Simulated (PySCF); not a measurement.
**Which determinant of KSr lies lowest?**

Unrestricted PBE0; K def2-SVPD, Sr def2-SVPD with ECP28; scalar-relativistic core potentials (PySCF 2.14). Outer shells of the fragments: K 4s1; Sr 5s2.

Followed along the bond (rough minima from three points):

```json
{"2Ms+1": "2", "unpaired": "σ ↑", "⟨S²⟩ at the start": "0.76", "R at minimum (Å)": "4.51", "Te (eV)": "0.00"}
{"2Ms+1": "2", "unpaired": "π ↑", "⟨S²⟩ at the start": "0.83", "R at minimum (Å)": "3.81", "Te (eV)": "0.67"}
{"2Ms+1": "2", "unpaired": "δ ↑", "⟨S²⟩ at the start": "0.82", "R at minimum (Å)": "3.99", "Te (eV)": "1.43"}
{"2Ms+1": "4", "unpaired": "σ ↑↑, π ↑", "⟨S²⟩ at the start": "3.75", "R at minimum (Å)": "4.18", "Te (eV)": "1.50"}
```

Solutions found at the starting distance of 3.655 Å, counted from the lowest of them; the search is not exhaustive and high or unbound solutions are not listed, so other states can lie among these:

```tsv
2Ms+1	unpaired	term	E (eV)	⟨S²⟩	⟨Lz²⟩	μ (D)
2	σ ↑	²Σ⁺	0.00	0.76	0.00	-1.14
2	π ↑	²Π	0.45	0.83	1.03	-3.49
2	δ ↑	²Δ	1.25	0.82	4.00	-4.20
4	σ ↑↑, π ↑	⁴Π	1.38	3.75	1.02	-1.50
4	σ ↑, π ↑↑	⁴Σ⁻	1.82	3.75	0.00	-1.05
2	σ ↑↑, π ↓	mixed	1.85	1.75	1.03	-0.88
```

A term symbol is given only where ⟨S²⟩ and ⟨Lz²⟩ are close to those of a pure state; real π, δ and φ orbitals otherwise mix terms. A positive dipole means K(−)Sr(+).

Compare the gap between the two lowest followed solutions at the starting distance with the gap between their minima.

At PBE0 the second solution (doublet, unpaired electrons π ↑) lies +0.45 eV from the first (doublet, unpaired electrons σ ↑) at 3.655 Å and +0.67 eV at the minima; the two curves relax by different amounts, since their minima lie near 3.81 and 4.51 Å.

Spin–orbit coupling is left out. Counting both spins, an empty level lies below a filled one in some of these solutions, because spin and occupation are held.
